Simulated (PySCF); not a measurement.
Species: `CCC[P@@](P)(=S)CC`. The columns A, B, C and D hold Mulliken, IAO, Hirshfeld and ESP-fitted charges (e) of one PBE0/pcSseg-1 density (PySCF), in a shuffled order. Coordinates in Å (PBE0-D3(BJ)/def2-SVP); the density's dipole moment is (-0.51, 2.42, -2.91) D.

```json
{"atom": "C1", "x": "3.182", "y": "0.587", "z": "-0.334", "A": "-0.406", "B": "-0.445", "C": "-0.268", "D": "-0.111"}
{"atom": "C2", "x": "2.022", "y": "-0.346", "z": "-0.026", "A": "-0.243", "B": "+0.057", "C": "-0.261", "D": "-0.066"}
{"atom": "C3", "x": "0.691", "y": "0.387", "z": "0.076", "A": "-0.469", "B": "-0.013", "C": "-0.409", "D": "-0.108"}
{"atom": "P4", "x": "-0.686", "y": "-0.687", "z": "0.638", "A": "+0.903", "B": "-0.166", "C": "+0.149", "D": "+0.298"}
{"atom": "P5", "x": "-1.096", "y": "-1.942", "z": "-1.163", "A": "-0.063", "B": "-0.245", "C": "-0.033", "D": "+0.040"}
{"atom": "S6", "x": "-0.343", "y": "-1.620", "z": "2.317", "A": "-0.619", "B": "-0.344", "C": "-0.350", "D": "-0.331"}
{"atom": "C7", "x": "-2.163", "y": "0.404", "z": "0.711", "A": "-0.469", "B": "+0.089", "C": "-0.414", "D": "-0.104"}
{"atom": "C8", "x": "-2.503", "y": "1.196", "z": "-0.541", "A": "-0.412", "B": "-0.093", "C": "-0.289", "D": "-0.114"}
{"atom": "H9", "x": "3.288", "y": "1.359", "z": "0.446", "A": "+0.136", "B": "+0.112", "C": "+0.116", "D": "+0.041"}
{"atom": "H10", "x": "3.040", "y": "1.106", "z": "-1.295", "A": "+0.133", "B": "+0.099", "C": "+0.111", "D": "+0.038"}
{"atom": "H11", "x": "4.132", "y": "0.036", "z": "-0.388", "A": "+0.144", "B": "+0.128", "C": "+0.126", "D": "+0.045"}
{"atom": "H12", "x": "2.197", "y": "-0.880", "z": "0.923", "A": "+0.151", "B": "+0.045", "C": "+0.151", "D": "+0.030"}
{"atom": "H13", "x": "1.956", "y": "-1.124", "z": "-0.806", "A": "+0.127", "B": "+0.082", "C": "+0.125", "D": "+0.033"}
{"atom": "H14", "x": "0.410", "y": "0.849", "z": "-0.885", "A": "+0.144", "B": "+0.085", "C": "+0.159", "D": "+0.041"}
{"atom": "H15", "x": "0.755", "y": "1.192", "z": "0.830", "A": "+0.152", "B": "+0.108", "C": "+0.165", "D": "+0.047"}
{"atom": "H16", "x": "-2.101", "y": "-2.672", "z": "-0.460", "A": "+0.013", "B": "+0.158", "C": "+0.085", "D": "-0.001"}
{"atom": "H17", "x": "-0.072", "y": "-2.868", "z": "-0.804", "A": "+0.018", "B": "+0.121", "C": "+0.088", "D": "+0.001"}
{"atom": "H18", "x": "-1.975", "y": "1.056", "z": "1.580", "A": "+0.163", "B": "+0.050", "C": "+0.174", "D": "+0.049"}
{"atom": "H19", "x": "-2.985", "y": "-0.266", "z": "1.011", "A": "+0.162", "B": "+0.065", "C": "+0.171", "D": "+0.047"}
{"atom": "H20", "x": "-1.692", "y": "1.881", "z": "-0.828", "A": "+0.139", "B": "+0.020", "C": "+0.129", "D": "+0.042"}
{"atom": "H21", "x": "-3.404", "y": "1.805", "z": "-0.373", "A": "+0.152", "B": "+0.030", "C": "+0.137", "D": "+0.050"}
{"atom": "H22", "x": "-2.704", "y": "0.537", "z": "-1.400", "A": "+0.144", "B": "+0.058", "C": "+0.139", "D": "+0.034"}
```

**Question.** Which column most likely holds the ESP-fitted charges?

**Answer.** B. Σ q r misses the density's dipole by 0.13 D (B), 0.79 D (D), 1.42 D (A), 1.45 D (C). Charges fitted to the outside potential are the only set here that is tied to the molecule's multipoles.

**Question.** And the Hirshfeld charges?

**Answer.** D. The mean sizes are 0.076 e (D), 0.119 e (B), 0.184 e (C), 0.244 e (A), and Hirshfeld charges are commonly the smallest of these schemes.

As computed, A = IAO, B = ESP-fitted, C = Mulliken, D = Hirshfeld. Hydrogens on carbon: IAO +0.13 to +0.16, ESP-fitted +0.02 to +0.13, Mulliken +0.11 to +0.17, Hirshfeld +0.03 to +0.05 e.

The ESP scheme fits charges at the nuclei, held to the total charge, to the electrostatic potential on points at 1.4 to 2.0 times the van der Waals radii. The IAO scheme counts the electrons in orthogonalised intrinsic atomic orbitals, a minimal basis polarised so that it spans the occupied orbitals exactly.

One conformer (not necessarily the lowest) at the PBE0-D3(BJ)/def2-SVP geometry, without solvent, vibrations or thermal averaging.

The values belong to the conformer `[CH3:1][CH2:2][CH2:3][P@@:4]([PH2:5])(=[S:6])[CH2:7][CH3:8]`: C1–C2–C3–P4 -173°, C2–C3–P4–P5 -74°, C3–P4–C7–C8 53°, H–P5–P4–C3 178°, H–P5–P4–C3 85°.
